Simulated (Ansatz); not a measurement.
[MnF6]2- (MnF6²⁻). Charge -2, multiplicity 4. Geometry PBE-D4/def2-SVPD, basis def2-TZVPD, Ansatz.

Cartesian coordinates in Å:
```
Mn 0.0000 0.0000 0.0000
F 0.1286 0.1854 -1.8453
F -0.1286 -0.1854 1.8453
F -1.1891 -1.4113 -0.2246
F 1.1890 1.4113 0.2246
F -1.4233 1.1958 0.0210
F 1.4233 -1.1958 -0.0209
```

| run | HOMO (eV) | LUMO (eV) |
| --- | --- | --- |
| A | -2.58 | 7.49 |
| B | 1.92 | 5.39 |
| C | 1.59 | 5.27 |
| D | 0.02 | 5.97 |
| E | -5.26 | 8.06 |
| F | 2.80 | 5.50 |

A multiply charged anion in the gas phase is held together partly by the finite basis.

HOMO and LUMO are taken over both spins.

Question: The runs used B97M-V, HF, PBE, PBE0, r2SCAN, ωB97M-V. Estimate which is which.

Answer: A ωB97M-V (range-separated); B r2SCAN (0 % exact exchange); C B97M-V (0 % exact exchange); D PBE0 (25 % exact exchange); E HF (100 % exact exchange); F PBE (0 % exact exchange). Exact exchange lowers occupied and raises empty levels; among semilocal functionals meta-GGAs tend to open the gap a little, and such runs are hard to tell apart. The gap grows from 2.70 eV (PBE) to 13.32 eV (HF). At r2SCAN-D4/def2-TZVPD, B97M-V/def2-TZVPD, PBE0-D4/def2-TZVPD, PBE-D4/def2-TZVPD the highest occupied level of the charge -2 quartet lies above zero (up to 2.80 eV). The electron is either unbound and held by the finite basis, or the level is raised by self-interaction error.
